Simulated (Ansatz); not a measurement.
Calculated with Ansatz (gas phase, PBE0-D4/def2-TZVP geometries, no zero-point term in ΔE). CCSD(T)/CBS adds triple-zeta CCSD(T) − MP2 to the extrapolated MP2 energy (def2 sets, frozen cores). This one scheme is used for every species. Functionals use def2-TZVPP. def2 core potentials past Kr. For Zr outer-core shells are correlated without core-valence functions, which leaves a few kJ/mol of doubt a bond. Each species was taken in one conformer, which may not be the lowest.

`C#[C][Zr]([OH])([OH])[OH]` + CH₃NH₂ → `C[NH][Zr]([OH])([OH])[OH]` + `C#C`  (ligand exchange at a Zr–C bond)

```
         level  ΔE (kJ/mol)
         BHLYP        -17.2
CCSD/CBS(def2)        -21.8
```

What does CCSD(T)/CBS give? (Best estimate.)

The calculation gave: -22.0 kJ/mol. The listed levels differ from it by 4.8, 0.2 kJ/mol.

Largest T1 diagnostic among the species: 0.017.

In def2-TZVPP, CCSD(T) changes the Hartree–Fock value by −9.8 kJ/mol (the triples alone add −0.2 kJ/mol) and MP2 by −11.3 kJ/mol. Leaving LDA and LC-ωPBE aside and taking each functional with its dispersion term where it has one, the values, not all of them listed here, spread over 11.8 kJ/mol, from BLYP-D4 to B97M-V. LDA lies −8.8 kJ/mol from PBE without D4. The D4 term adds −4.4 kJ/mol with B3LYP and −2.5 kJ/mol with PBE0; it sums over pairs of atoms, weighted by their polarisabilities, and B3LYP, whose exchange is more repulsive, gets the larger term.

B3LYP here is the variant with VWN-RPA as its local correlation; programs differ in this.
